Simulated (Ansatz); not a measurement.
`C[SiH]([AlH2])Cl` and `C[SiH](Cl)Cl` differ in one atom or group.

Ansatz, PBE0-D4/def2-TZVP geometries, multiplicity 1. 

```json
{"property": "size of the dipole moment (PBE/def2-TZVPP) / D", "`C[SiH]([AlH2])Cl`": "1.74"}
{"property": "LUMO energy (ωB97M-V/def2-TZVPP) / eV", "`C[SiH]([AlH2])Cl`": "-0.59"}
{"property": "HOMO–LUMO gap (B3LYP/def2-TZVPP) / eV", "`C[SiH]([AlH2])Cl`": "4.73"}
{"property": "LUMO energy (B3LYP/def2-TZVPP) / eV", "`C[SiH]([AlH2])Cl`": "-2.40"}
{"property": "LUMO energy (PBE0/def2-TZVPP) / eV", "`C[SiH]([AlH2])Cl`": "-2.21"}
{"property": "size of the dipole moment (B3LYP/def2-TZVPP) / D", "`C[SiH]([AlH2])Cl`": "1.80"}
```

Question: Give the same properties after the change, and the shifts. (Best estimate.)

Answer: Ansatz gave: 
```
                                        property  `C[SiH](Cl)Cl`  shift
  size of the dipole moment (PBE/def2-TZVPP) / D            1.93   0.19
           LUMO energy (ωB97M-V/def2-TZVPP) / eV            2.40   2.99
           HOMO–LUMO gap (B3LYP/def2-TZVPP) / eV            8.93   4.20
             LUMO energy (B3LYP/def2-TZVPP) / eV            0.32   2.72
              LUMO energy (PBE0/def2-TZVPP) / eV            0.55   2.76
size of the dipole moment (B3LYP/def2-TZVPP) / D            1.97   0.17
```

With PBE0 the HOMO falls by 1.52 eV and the LUMO rises by 2.76 eV, so the gap widens by about 4.28 eV. PBE moves the HOMO by -1.27 eV and ωB97M-V by -1.76 eV. Dipoles are sizes alone; their direction can turn.

B3LYP here is the variant with VWN-RPA as its local correlation; programs differ in this.
